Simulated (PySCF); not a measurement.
# Input and output

[OsO3Cl3]− (singlet). PySCF 2.14.0, RKS CAM-B3LYP, Os def2-SVP with ECP60, O def2-SVP, Cl def2-SVP; non-relativistic Hamiltonian with scalar-relativistic core potentials where named; density fitting; no spin-orbit coupling. Purpose: singlet excitations, Tamm-Dancoff CAM-B3LYP.

```python
mol = gto.M(atom='''
Os     0.18791     0.03849     0.00000
O     -0.17274     0.33400     1.67016
O     -0.17274     0.33400    -1.67016
O      1.88221    -0.26182     0.00000
Cl     0.41488     2.49283    -0.00000
Cl    -2.29000    -0.40919    -0.00000
Cl     0.13265    -2.40663     0.00000''',
    basis={'Os': 'def2-SVP', 'O': 'def2-SVP', 'Cl': 'def2-SVP'},
    ecp={'Os': 'def2-SVP'},
    charge=-1, spin=0)
mf = dft.RKS(mol, xc='CAMB3LYP')
mf.grids.atom_grid = (50, 194)
mf = mf.density_fit()  # fitting sets: Os def2-universal-JKFIT, O def2-universal-JKFIT, Cl def2-universal-JKFIT
mf.conv_tol = 1e-08; mf.max_cycle = 55
mf.kernel(dm0)  # dm0: converged density of the relaxed state
td = mf.TDA(); td.nstates = 8; td.kernel()
```

Run from Python with OMP_NUM_THREADS=2; the lines above give its settings. Where DIIS fails, smearing, a level shift and second-order steps follow.
It took 98 s on 2 threads of Arm Neoverse V1 (shared host), from an already converged density.

(1) Where do the frontier levels lie, over both spins?

(2) What are the Mulliken charges and spins?

(3) Which singlet excitations follow (Tamm-Dancoff, 8 states)?

The geometry was relaxed with B3LYP (Os def2-SVP with ECP60, O def2-SVP, Cl def2-SVP).

## Answers

(1) HOMO -4.97 eV, LUMO 0.00 eV. 

(2) 
```
atom  charge (e)  spin (e)
 Os1       0.874     0.000
  O2      -0.316     0.000
  O3      -0.316     0.000
  O4      -0.296     0.000
 Cl5      -0.329     0.000
 Cl6      -0.309     0.000
 Cl7      -0.308     0.000
```

(3) 
```json
{"state": "1", "eV": "1.70", "oscillator strength": "0.0000"}
{"state": "2", "eV": "1.81", "oscillator strength": "0.0012"}
{"state": "3", "eV": "2.08", "oscillator strength": "0.0023"}
{"state": "4", "eV": "2.22", "oscillator strength": "0.0000"}
{"state": "5", "eV": "2.38", "oscillator strength": "0.0177"}
{"state": "6", "eV": "2.55", "oscillator strength": "0.0000"}
{"state": "7", "eV": "2.64", "oscillator strength": "0.0000"}
{"state": "8", "eV": "2.66", "oscillator strength": "0.0022"}
```
For an anion in a basis without diffuse functions, states above the detachment energy aren't bound: they are resonances at best, or continuum confined by the basis.
